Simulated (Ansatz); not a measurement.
Steps of a relaxation of BH₆NOSi, SMILES `BO[SiH2]N` with RKS PBE0-D4/def2-TZVP.

```sh
$ ansatz run in.yaml --threads 2 --pin off --events-out ev --progress --plain --max-ram 4352MiB
```

```yaml
crystal:
  periodic: [false, false, false]
  atoms:
    - {symbol: B, position_ang: [-1.789844, 1.023749, 0.051157]}
    - {symbol: O, position_ang: [-0.805346, 0.352239, -0.589774]}
    - {symbol: Si, position_ang: [0.849853, 0.121494, -0.199971]}
    - {symbol: N, position_ang: [1.272058, -1.518568, 0.115969]}
    - {symbol: H, position_ang: [-1.560111, 1.616430, 1.101266]}
    - {symbol: H, position_ang: [-2.905002, 1.017819, -0.445416]}
    - {symbol: H, position_ang: [1.139593, 0.925813, 1.032496]}
    - {symbol: H, position_ang: [1.596092, 0.573794, -1.415630]}
    - {symbol: H, position_ang: [1.284282, -2.202557, -0.643909]}
    - {symbol: H, position_ang: [1.001525, -1.961413, 0.996712]}
basis:
  gaussian: {orbitals: def2-TZVP}
hamiltonian: {xc: pbe0, dispersion: d4}
relax: {f_tol: 0.005, max_steps: 150}
```

Positions (Å) and forces (eV/Å) along the path, 9 of 9 steps:

```xyz
10
step=1 energy=-12185.1846 eV
B    -1.790    1.024    0.051    0.078   -0.027   -0.007
O    -0.805    0.352   -0.590    0.782    0.062    0.463
Si    0.850    0.121   -0.200   -0.790   -0.173   -0.103
N     1.272   -1.519    0.116   -0.320   -0.103   -0.061
H    -1.560    1.616    1.101   -0.079   -0.234   -0.405
H    -2.905    1.018   -0.445    0.417    0.008    0.191
H     1.140    0.926    1.032   -0.069   -0.174   -0.282
H     1.596    0.574   -1.416   -0.176   -0.111    0.281
H     1.284   -2.203   -0.644   -0.005    0.449    0.472
H     1.002   -1.961    0.997    0.164    0.303   -0.549
10
step=2 energy=-12185.2383 eV
B    -1.773    1.015    0.051   -0.003   -0.003   -0.007
O    -0.796    0.346   -0.588    0.599   -0.031    0.237
Si    0.839    0.121   -0.197   -0.579   -0.145   -0.124
N     1.262   -1.507    0.116   -0.162    0.099   -0.041
H    -1.542    1.598    1.088   -0.016   -0.072   -0.117
H    -2.875    1.014   -0.437    0.116    0.007    0.059
H     1.122    0.921    1.022   -0.013   -0.035   -0.062
H     1.578    0.568   -1.401   -0.021   -0.017    0.066
H     1.278   -2.182   -0.637    0.020    0.117    0.112
H     0.991   -1.945    0.986    0.059    0.079   -0.123
10
step=3 energy=-12185.2528 eV
B    -1.759    1.010    0.052   -0.072    0.012   -0.005
O    -0.785    0.340   -0.586    0.055    0.001    0.018
Si    0.822    0.119   -0.201   -0.020   -0.038   -0.019
N     1.245   -1.499    0.115   -0.051    0.014   -0.020
H    -1.527    1.585    1.085    0.011    0.001    0.006
H    -2.856    1.015   -0.433   -0.007    0.004   -0.002
H     1.104    0.918    1.013    0.014    0.014    0.019
H     1.569    0.568   -1.394    0.022    0.001   -0.012
H     1.282   -2.172   -0.633    0.025   -0.004    0.012
H     0.988   -1.935    0.985    0.023   -0.005    0.002
10
step=4 energy=-12185.2543 eV
B    -1.767    1.012    0.054    0.009    0.028    0.007
O    -0.784    0.358   -0.587    0.009    0.007   -0.002
Si    0.821    0.121   -0.205   -0.002   -0.086   -0.009
N     1.223   -1.501    0.110   -0.007    0.068    0.027
H    -1.539    1.573    1.096   -0.007   -0.006    0.004
H    -2.862    1.022   -0.436   -0.008   -0.008   -0.008
H     1.115    0.920    1.007    0.001    0.007    0.015
H     1.577    0.557   -1.398   -0.003    0.009   -0.013
H     1.302   -2.179   -0.627    0.007   -0.016   -0.042
H     0.997   -1.935    0.989    0.001   -0.003    0.022
10
step=5 energy=-12185.2541 eV rejected
B    -1.767    1.022    0.051   -0.010   -0.089    0.054
O    -0.784    0.365   -0.588   -0.003    0.032   -0.011
Si    0.819    0.119   -0.207    0.005   -0.015    0.000
N     1.217   -1.502    0.110    0.004   -0.010    0.004
H    -1.547    1.568    1.103    0.005    0.028   -0.022
H    -2.863    1.025   -0.439    0.007    0.031   -0.022
H     1.117    0.917    1.006   -0.001    0.000    0.001
H     1.575    0.554   -1.401   -0.004   -0.001   -0.002
H     1.311   -2.182   -0.626   -0.005    0.018    0.004
H     1.005   -1.936    0.993    0.002    0.007   -0.007
10
step=6 energy=-12185.2546 eV
B    -1.767    1.015    0.054    0.003    0.004   -0.005
O    -0.784    0.362   -0.587   -0.004    0.002    0.006
Si    0.820    0.119   -0.206    0.000    0.001    0.000
N     1.221   -1.501    0.111    0.001   -0.013    0.002
H    -1.543    1.572    1.099   -0.003   -0.003    0.001
H    -2.861    1.025   -0.439    0.001    0.000   -0.001
H     1.115    0.917    1.008    0.001   -0.001    0.000
H     1.574    0.556   -1.401   -0.002   -0.003   -0.001
H     1.306   -2.180   -0.628   -0.001    0.009    0.005
H     1.002   -1.936    0.992    0.005    0.003   -0.005
10
step=7 energy=-12185.2546 eV
B    -1.769    1.018    0.054   -0.024    0.015    0.017
O    -0.786    0.358   -0.581    0.020   -0.006   -0.017
Si    0.818    0.117   -0.205   -0.002   -0.009    0.004
N     1.223   -1.502    0.111    0.001    0.001   -0.001
H    -1.550    1.570    1.103    0.000   -0.002   -0.006
H    -2.859    1.037   -0.448    0.005   -0.002    0.003
H     1.117    0.916    1.008    0.001    0.001   -0.002
H     1.568    0.553   -1.403   -0.001    0.001    0.002
H     1.309   -2.180   -0.628   -0.001    0.002    0.001
H     1.013   -1.937    0.994    0.001   -0.002    0.000
10
step=8 energy=-12185.2546 eV
B    -1.769    1.018    0.054   -0.005    0.002    0.003
O    -0.785    0.361   -0.583    0.002   -0.002    0.000
Si    0.818    0.117   -0.205    0.002    0.004   -0.006
N     1.222   -1.503    0.111   -0.001   -0.001    0.004
H    -1.549    1.571    1.102    0.000    0.000   -0.001
H    -2.860    1.034   -0.446    0.002    0.000    0.000
H     1.118    0.916    1.008   -0.001   -0.002    0.001
H     1.569    0.553   -1.402    0.000    0.000    0.000
H     1.308   -2.180   -0.628   -0.001    0.001    0.000
H     1.012   -1.938    0.993    0.001   -0.001   -0.001
10
step=9 energy=-12185.2546 eV
B    -1.769    1.017    0.054    0.000    0.000    0.000
O    -0.784    0.362   -0.584    0.001    0.000    0.000
Si    0.819    0.117   -0.205   -0.002    0.000    0.003
N     1.222   -1.502    0.111    0.000    0.000    0.000
H    -1.550    1.569    1.103    0.000    0.000   -0.001
H    -2.860    1.033   -0.447    0.000    0.000    0.000
H     1.118    0.916    1.008    0.001   -0.001    0.000
H     1.570    0.553   -1.402    0.000    0.000   -0.001
H     1.305   -2.180   -0.628    0.000    0.000    0.000
H     1.013   -1.937    0.994    0.000    0.001    0.000
```

It took 29 s on 2 threads of an Arm Neoverse V2 on a shared host, with 0.33 GiB of host memory at the peak.
